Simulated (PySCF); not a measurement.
C₅H₃F, SMILES C#CC(F)=C=C.

Coordinates come from a PBE-D3(BJ)/def2-SVP optimisation. This is a generated structure with no PubChem entry under its InChIKey; it may be hypothetical.

Computed with PBE-D3(BJ)/def2-SVP in PySCF 2.14.0.

No scaling factor is applied to the harmonic values.

Computed vibrational spectrum:
```json
[
 {"mode": "1", "ν (cm⁻¹)": "124", "IR (km/mol)": "1.7", "moving atoms (share of kinetic energy)": "C 71 %, H 18 %, F 11 %"},
 {"mode": "2", "ν (cm⁻¹)": "199", "IR (km/mol)": "3.7", "moving atoms (share of kinetic energy)": "C 66 %, H 24 %, F 10 %"},
 {"mode": "3", "ν (cm⁻¹)": "234", "IR (km/mol)": "0.1", "moving atoms (share of kinetic energy)": "C 55 %, F 35 %, H 10 %"},
 {"mode": "4", "ν (cm⁻¹)": "307", "IR (km/mol)": "0.1", "moving atoms (share of kinetic energy)": "C 78 %, H 21 %"},
 {"mode": "5", "ν (cm⁻¹)": "511", "IR (km/mol)": "8.8", "moving atoms (share of kinetic energy)": "C 73 %, F 21 %"},
 {"mode": "6", "ν (cm⁻¹)": "574", "IR (km/mol)": "13.0", "moving atoms (share of kinetic energy)": "C 90 %"},
 {"mode": "7", "ν (cm⁻¹)": "578", "IR (km/mol)": "0.8", "moving atoms (share of kinetic energy)": "C 62 %, H 38 %"},
 {"mode": "8", "ν (cm⁻¹)": "593", "IR (km/mol)": "8.7", "moving atoms (share of kinetic energy)": "H 76 %, C 21 %"},
 {"mode": "9", "ν (cm⁻¹)": "608", "IR (km/mol)": "34.7", "moving atoms (share of kinetic energy)": "H 58 %, C 39 %"},
 {"mode": "10", "ν (cm⁻¹)": "685", "IR (km/mol)": "27.4", "moving atoms (share of kinetic energy)": "H 77 %, C 23 %"},
 {"mode": "11", "ν (cm⁻¹)": "729", "IR (km/mol)": "11.8", "moving atoms (share of kinetic energy)": "C 53 %, F 41 %"},
 {"mode": "12", "ν (cm⁻¹)": "868", "IR (km/mol)": "34.8", "moving atoms (share of kinetic energy)": "H 74 %, C 26 %"},
 {"mode": "13", "ν (cm⁻¹)": "949", "IR (km/mol)": "0.0", "moving atoms (share of kinetic energy)": "H 66 %, C 34 %"},
 {"mode": "14", "ν (cm⁻¹)": "1188", "IR (km/mol)": "192.6", "moving atoms (share of kinetic energy)": "C 80 %, F 18 %"},
 {"mode": "15", "ν (cm⁻¹)": "1249", "IR (km/mol)": "32.3", "moving atoms (share of kinetic energy)": "C 55 %, H 44 %"},
 {"mode": "16", "ν (cm⁻¹)": "1409", "IR (km/mol)": "32.9", "moving atoms (share of kinetic energy)": "H 51 %, C 49 %"},
 {"mode": "17", "ν (cm⁻¹)": "2011", "IR (km/mol)": "10.3", "moving atoms (share of kinetic energy)": "C 99 %"},
 {"mode": "18", "ν (cm⁻¹)": "2148", "IR (km/mol)": "4.8", "moving atoms (share of kinetic energy)": "C 92 %, H 8 %"},
 {"mode": "19", "ν (cm⁻¹)": "3033", "IR (km/mol)": "4.7", "moving atoms (share of kinetic energy)": "H 95 %"},
 {"mode": "20", "ν (cm⁻¹)": "3114", "IR (km/mol)": "0.1", "moving atoms (share of kinetic energy)": "H 89 %, C 11 %"},
 {"mode": "21", "ν (cm⁻¹)": "3406", "IR (km/mol)": "91.1", "moving atoms (share of kinetic energy)": "H 86 %, C 14 %"}
]
```
